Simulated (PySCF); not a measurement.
Te(Et)(SH) (C2H6STe), SMILES CC[Te]S. Atoms are numbered in the order given.

```xyz
10

Te     0.0704    -0.0757     0.7229
C      0.8037    -1.3958    -0.8732
C      1.4930    -0.6589    -2.0079
H     -0.0669    -1.9720    -1.2161
H      1.4805    -2.0855    -0.3426
H      2.3882    -0.1224    -1.6580
H      0.8134     0.0763    -2.4659
H      1.8025    -1.3686    -2.7949
S     -1.3378     1.3238    -0.6994
H     -2.4544     0.5573    -0.6385
```
Charge 0, spin multiplicity 1.

Geometry optimised at B3LYP-D3(BJ)/def2-SVP. The structure was generated by enumeration, and PubChem lists no compound with its InChIKey, so it may never have been made. The def2 effective core potentials stand for the cores of Te; spin–orbit coupling is left out. The values are those of a single conformer.

These are PBE/def2-TZVP in PySCF values and carry that method's errors.

ESP charges are fitted to the potential on shells at 1.4 to 2.0 van der Waals radii. Atomic charges (e):

| atom | ESP fit | Löwdin |
|---|---|---|
| Te1 | -0.05 | 0.27 |
| C2 | -0.09 | -0.50 |
| C3 | -0.21 | -0.36 |
| H4 | 0.06 | 0.13 |
| H5 | 0.12 | 0.13 |
| H6 | 0.08 | 0.12 |
| H7 | 0.08 | 0.12 |
| H8 | 0.06 | 0.13 |
| S9 | -0.21 | -0.06 |
| H10 | 0.16 | 0.03 |

Computed Mayer and Wiberg (Löwdin basis) orders of the bonds:
```tsv
bond	Mayer	Wiberg
Te1–C2	1.00	1.29
C2–C3	1.01	1.38
C2–H4	0.94	0.89
C2–H5	0.94	0.88
C3–H6	0.96	0.90
C3–H7	0.96	0.90
C3–H8	0.95	0.89
Te1–S9	1.15	1.53
S9–H10	0.94	1.07
```
